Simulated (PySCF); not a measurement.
Structure problem from calculated spectra and properties.

Formula: C4H3ClN2.

| Quantity | Value |
| --- | --- |
| 1H NMR | chemical shifts (computed TMS as zero) by class: 8.62 (2 H), 6.97 (1 H) ppm [GIAO PBE0/pcSseg-1] |
| 13C NMR | chemical shifts (computed TMS as zero) by class: 173.5 (1 C), 164.7 (2 C), 124.3 (1 C) ppm [GIAO PBE0/pcSseg-1] |
| UV, strongest line | among the 10 lowest singlet transitions: S10 at 7.54 eV (164 nm, f = 0.343) [TDDFT wB97X-D/def2-SVPD] |
| UV, first state | lowest singlet excitation: 4.54 eV (273 nm, f = 0.004) [TDDFT wB97X-D/def2-SVPD] |
| XPS | Cl2p3/2 206.3, C1s 291.2, C1s 292.4 (×2), C1s 293.9, N1s 405.4 (×2), Cl1s 2828.9 eV [ΔSCF SCAN, pcX-2 on the ionised atom, pcseg-1 elsewhere, spin-free X2C, 2p3/2 from a spin–orbit splitting computed afterwards within the 2p shell] |
| Triplet | lowest triplet excitation (Tamm–Dancoff): 4.05 eV [TDA wB97X-D/def2-SVPD] |
| Dipole | 3.95 D [wB97X-D/def2-SVPD] |
| Rotational structure | rotational constants A, B, C: 6.139, 1.706, 1.335 GHz [PBE0-D3(BJ)/def2-SVP] |
| Valence photoelectron | vertical ionisation energy: 10.06 eV [ΔSCF wB97X-D/def2-SVPD] |
| NMR, other nuclei | isotropic shieldings of nuclei other than C and H, by class: -70 (2 N), 594 (1 Cl) ppm [GIAO PBE0/pcSseg-1] |

Electronic properties: PySCF, gas phase, density fitting. Levels stand in brackets. Geometry: PBE0-D3(BJ)/def2-SVP; no solvent, vibrations or thermal averaging. NMR values are class means; diastereotopic atoms form classes of their own.

Task: What is the compound? Reason from the data.

Result: Numbering: `[Cl:1][c:2]1[n:3][cH:4][cH:5][cH:6][n:7]1`. Its formula, C4H3ClN2, gives 4 degrees of unsaturation: 1 ring and 3 π bonds in the structure found (Kekulé form). 4 carbons fall into 3 classes; from least to most shielded: aromatic C–Cl carbon [C2] (173.5 ppm), aromatic CH next to a ring nitrogen [C4/C6] (164.7 ppm, 2 C), aromatic CH carbon [C5] (124.3 ppm). Hydrogen classes from least to most shielded: 2 H on 2 like atoms (aromatic CH next to a ring nitrogen), C4/C6 (8.62 ppm), 1 H on an aromatic CH carbon, C5 (6.97 ppm). The other shieldings belong to: -70 ppm, pyridine-type nitrogen [N3/N7]; 594 ppm, aryl chlorine [Cl1]. The core levels belong to: Cl2p3/2 206.3 eV, aryl chlorine [Cl1]; C1s 291.2 eV, aromatic CH carbon [C5]; C1s 292.4 eV, aromatic CH next to a ring nitrogen [C4/C6]; C1s 293.9 eV, aromatic C–Cl carbon [C2]; N1s 405.4 eV, pyridine-type nitrogen [N3/N7]; Cl1s 2828.9 eV, aryl chlorine [Cl1]. The hole state at 293.9 eV has ⟨S²⟩ = 0.84 against 0.75, so that value is less sure. The hole state at 292.4 eV has ⟨S²⟩ = 0.84 against 0.75, so that value is less sure. The first electron is taken from the HOMO, whose largest Löwdin shares are 0.34 on each of 2 atoms of one kind (pyridine-type nitrogen) and 0.07 on each of 2 atoms of one kind (aromatic CH next to a ring nitrogen). The optimised geometry has point group C2v and is an asymmetric top. Structure: 2-chloropyrimidine (`n1c(nccc1)Cl`). Computed isomers that give other values at the same levels: `Clc1cnccn1` (13C chemical shifts (computed TMS as zero) by class: 160.4 (1 C), 151.7 (1 C), 149.0 (1 C), 147.9 (1 C) ppm). The assignments are read from this structure; whether some other isomer fits the data as well wasn't checked.
